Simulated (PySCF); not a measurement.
Compound: C4F3N3S.
Geometry (GFN2-xTB, Å), atoms numbered from 1 in this order:
```
atom  x, y, z in Å
N1    -3.7631    1.3268    0.1135
C2    -2.7866    0.7338    0.0733
C3    -1.5723    0.0068    0.0191
N4    -1.5567   -1.3075   -0.0665
S5    -0.0505   -1.8625   -0.1154
C6     0.5672   -0.2336   -0.0127
C7     2.0229    0.1011   -0.0171
F8     2.3369    1.0221    0.8922
F9     2.4247    0.5609   -1.2086
F10    2.7641   -0.9861    0.2460
N11   -0.3813    0.6408    0.0500
```

Probes without a nucleus sit at each ring's centroid and 1 Å off its mean plane on both sides; NICS is minus the shielding there, NICSzz its component along the normal. Level: GIAO PBE0/pcSseg-1 (PySCF, non-relativistic, gas phase) on the GFN2-xTB geometry, one conformer.

Ring bond lengths (Å), with Mayer bond orders in brackets: C3–N4 1.317 (1.50), N4–S5 1.606 (1.25), S5–C6 1.745 (1.16), C6–N11 1.292 (1.64), N11–C3 1.350 (1.28).

**Question.** What do the NICS probes read (ppm)?

**Answer.** 
```tsv
ring	type	NICS(0)	NICS(1), two faces	NICS(1)zz, two faces	rms pucker (Å)	centre to ring atoms, mean (Å)
C3–N4–S5–C6–N11	5-membered ring with 2 N and S; formal bonds all aromatic	-15.0	-13.5 / -13.4	-31.9 / -31.6	0.00	1.24
```

**Question.** What can be read from them?

**Answer.** 
- C3–N4–S5–C6–N11: mean NICS(1)zz -31.8 ppm, shielded. For a flat ring without four-coordinate atoms the NICS criterion counts such a value as aromatic.
